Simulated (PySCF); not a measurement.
SiH₃Br, SMILES [SiH3]Br.

Geometry: B3LYP-D3(BJ)/def2-TZVP.

Method: PySCF with B3LYP-D3(BJ)/def2-TZVP.

Frequencies are harmonic and unscaled.

Modes within 1.5 cm⁻¹ of each other (mostly degenerate sets) share a row, with their intensities summed.

```
mode  ν (cm⁻¹)  IR (km/mol)  Raman (Å⁴/amu)  depolarisation  moving atoms (share of kinetic energy)
----  --------  -----------  --------------  --------------  --------------------------------------
1          415         41.4            11.0            0.21                        Si 67 %, Br 28 %
2–3        628         30.2            12.5            0.75                                  H 92 %
4          936        320.9             5.6            0.51                                  H 93 %
5–6        956        114.9            25.2            0.75                                  H 96 %
7         2249         58.6           265.0            0.01                                  H 99 %
8–9       2264        178.6           165.8            0.75                                  H 95 %
```
